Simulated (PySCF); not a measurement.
C2HCl3, charge -1, doublet, at a GFN2-xTB geometry (a state made from the parent by changing its charge; the spin is typed, not shown lowest); HF/STO-3G run with PySCF.

Here is a job for PySCF.
```python
from pyscf import gto, scf

mol = gto.M(
    atom='''
Cl    2.226117    0.553577    0.154628
C     0.969458   -0.619131   -0.062098
C    -0.269291   -0.357789    0.368194
Cl   -1.127012    1.492696   -0.337171
Cl   -1.425000   -1.611075    0.104396
H     1.339223   -1.536843   -0.508058
''',
    basis='sto-3g',
    charge=-1,
    spin=1,
    verbose=4,
)

mf = scf.UHF(mol)
mf.kernel()
```

### Question
Predict the main parts of the log of this PySCF run.

### Answer

```
PySCF version 2.14.0

[INPUT] verbose = 4
[INPUT] num. atoms = 6
[INPUT] num. electrons = 65
[INPUT] charge = -1
[INPUT] spin (= nelec alpha-beta = 2S) = 1
[INPUT] symmetry False subgroup None
[INPUT] Mole.unit = angstrom
[INPUT] Symbol           X                Y                Z      unit          X                Y                Z       unit  Magmom
[INPUT]  1 Cl     2.226117000000   0.553577000000   0.154628000000 AA    4.206751451238   1.046108918858   0.292204571189 Bohr   0.0
[INPUT]  2 C      0.969458000000  -0.619131000000  -0.062098000000 AA    1.832010109269  -1.169988025228  -0.117348212883 Bohr   0.0
[INPUT]  3 C     -0.269291000000  -0.357789000000   0.368194000000 AA   -0.508886237810  -0.676123220382   0.695785820708 Bohr   0.0
[INPUT]  4 Cl    -1.127012000000   1.492696000000  -0.337171000000 AA   -2.129744019098   2.820786627234  -0.637160847146 Bohr   0.0
[INPUT]  5 Cl    -1.425000000000  -1.611075000000   0.104396000000 AA   -2.692859727505  -3.044490516134   0.197279848500 Bohr   0.0
[INPUT]  6 H      1.339223000000  -1.536843000000  -0.508058000000 AA    2.530764689718  -2.904212366455  -0.960090475394 Bohr   0.0

nuclear repulsion = 302.539836206192
number of shells = 22
number of NR pGTOs = 114
number of NR cGTOs = 38
basis = sto-3g
ecp = {}

******** <class 'pyscf.scf.uhf.UHF'> ********
method = UHF
initial guess = minao
damping factor = 0
level_shift factor = 0
DIIS = <class 'pyscf.scf.diis.CDIIS'>
diis_start_cycle = 1
diis_space = 8
diis_damp = 0
SCF conv_tol = 1e-09
SCF conv_tol_grad = None
SCF max_cycles = 50
direct_scf = True
direct_scf_tol = 1e-13
number electrons alpha = 33  beta = 32
Set gradient conv threshold to 3.16228e-05
init E= -1438.54623486546

cycle= 1 E= -1438.87139454298  delta_E= -0.325  |g|= 0.232  |ddm|= 2.49
cycle= 2 E= -1438.93849382593  delta_E= -0.0671  |g|= 0.095  |ddm|= 0.606
cycle= 3 E= -1438.94710438081  delta_E= -0.00861  |g|= 0.0362  |ddm|= 0.181
cycle= 4 E= -1438.95020261536  delta_E= -0.0031  |g|= 0.0198  |ddm|= 0.133
cycle= 5 E= -1438.95102681688  delta_E= -0.000824  |g|= 0.00975  |ddm|= 0.0648
cycle= 6 E= -1438.95139428102  delta_E= -0.000367  |g|= 0.00341  |ddm|= 0.0612
cycle= 7 E= -1438.95144051819  delta_E= -4.62e-05  |g|= 0.00168  |ddm|= 0.0221
cycle= 8 E= -1438.95145443778  delta_E= -1.39e-05  |g|= 0.00127  |ddm|= 0.0105
cycle= 9 E= -1438.95146538217  delta_E= -1.09e-05  |g|= 0.00115  |ddm|= 0.00855
cycle= 10 E= -1438.95148316832  delta_E= -1.78e-05  |g|= 0.000996  |ddm|= 0.0152
cycle= 11 E= -1438.95151054279  delta_E= -2.74e-05  |g|= 0.000608  |ddm|= 0.0332
cycle= 12 E= -1438.95151813814  delta_E= -7.6e-06  |g|= 0.000238  |ddm|= 0.0203
cycle= 13 E= -1438.95151884354  delta_E= -7.05e-07  |g|= 0.000111  |ddm|= 0.00531
cycle= 14 E= -1438.95151894989  delta_E= -1.06e-07  |g|= 4.98e-05  |ddm|= 0.00197
cycle= 15 E= -1438.95151896485  delta_E= -1.5e-08  |g|= 1.78e-05  |ddm|= 0.000723
cycle= 16 E= -1438.95151896595  delta_E= -1.1e-09  |g|= 8.69e-06  |ddm|= 0.000102
cycle= 17 E= -1438.95151896624  delta_E= -2.93e-10  |g|= 3.27e-06  |ddm|= 7.14e-05
Extra cycle  E= -1438.95151896626  delta_E= -1.84e-11  |g|= 1.96e-06  |ddm|= 8.99e-06
converged SCF energy = -1438.95151896626  <S^2> = 0.78521401  2S+1 = 2.0349093
```
